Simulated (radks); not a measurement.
Results of a calculation; reference values are marked as such.
Orbital eigenvalues (eV) of the molybdenum ion Mo3+, [Kr] 4d3, at several levels of relativity; Dirac values are averaged over j with weights 2j + 1. Spin-unpolarised spherical Kohn-Sham, BLYP, point nucleus unless stated (finite: rms radius 4.4091 fm), a radial shooting solver on a logarithmic mesh with Libxc functionals. A level marked "c x" has the speed of light scaled by that factor and shares open shells by 2j + 1; other Dirac levels either fill j = l - 1/2 first or share by 2j + 1.

shell,non-rel.,"Dirac, 2j+1 shares","Dirac, c x 0.75","Dirac, c x 1.25","change of magnitude, last against first (%)"
1s,-19362,-19850,-20264,-19669,+1.58
2s,-2716.9,-2831.2,-2929.5,-2788.6,+2.64
2p,-2505.4,-2536.4,-2562.6,-2524.9,+0.78
3s,-487.62,-508.74,-527.00,-500.85,+2.71
3p,-406.34,-411.93,-416.66,-409.86,+0.87
3d,-257.33,-253.58,-250.52,-254.95,-0.93
4s,-92.620,-96.125,-99.160,-94.816,+2.37
4p,-69.175,-69.875,-70.477,-69.614,+0.63
4d,-33.216,-32.799,-32.476,-32.949,-0.81
